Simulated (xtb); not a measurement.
C4H9FSi, SMILES CC[SiH2]/C=C\F. All values are semi-empirical tight-binding results from xtb (GFN2-xTB unless named), good for trends rather than for accurate numbers. Coordinates come from a GFN2-xTB optimisation. The structure was generated by enumeration; whether it is a known compound was not checked. Other conformers were not sampled.

Computed properties:
point group as xtb finds it: Cs
orbital gap: 4.14 eV
dipole moment: 2.00 D
zero-point energy: 72.1 kcal/mol
G − E(el) at 298.15 K (modified RRHO): 51.0 kcal/mol
static polarisability (D4 model): 78.7 bohr³
solvation energy, GFN2-xTB/ALPB(water): -1.2 kcal/mol
solvation energy, GFN2-xTB/ALPB(methanol): -4.7 kcal/mol
